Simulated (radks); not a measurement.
Valence configurations of Gd+ (all share [Xe]). Calculated with a radial shooting solver on a logarithmic mesh with Libxc functionals: scalar-relativistic Kohn-Sham, PBEsol, spin-polarised, spherical densities, point nucleus; open shells are filled with parallel spins first (spin-orbit coupling, left out, can overturn this in heavy ions). Energies are relative to 4f7 5d1 6s1; eigenvalues in eV for spin up.

valence              E (eV)  moment (Bohr magnetons)    e(4f)    e(5d)   e(6p)    e(6s)
4f7 5d1 6s1           0.000                        9  -16.803   -9.074       -   -9.853
4f7 5d0.5 6s1.5       0.347                        8  -18.025   -9.689       -  -10.143
4f7 5d2               0.955                        9  -14.657   -7.683       -        -
4f8 5d1               1.096                        7   -8.856   -6.299       -        -
4f6.5 5d1 6s1.5       5.170                        8  -21.370  -10.483       -  -10.483
4f6 5d2 6s1          10.346                        9  -23.513  -10.536       -  -10.446
4f6 5d1 6s1.5 6p0.5  13.763                        8  -26.785  -12.528  -7.347  -11.639
4f6 5d1 6s1 6p1      15.060                        9  -27.278  -13.028  -7.748  -12.119
4f6 5d1 6s0.5 6p1.5  17.247                        9  -27.872  -13.463  -8.027  -12.402
4f5 5d1 6s1 6p2      39.574                        9  -38.760  -17.198  -9.197  -14.201

NIST lists [Xe] 4f7 5d1 6s1 as the ground configuration; this level of theory agrees among the configurations tried. The energies are those of spherical high-spin densities, not of single terms.
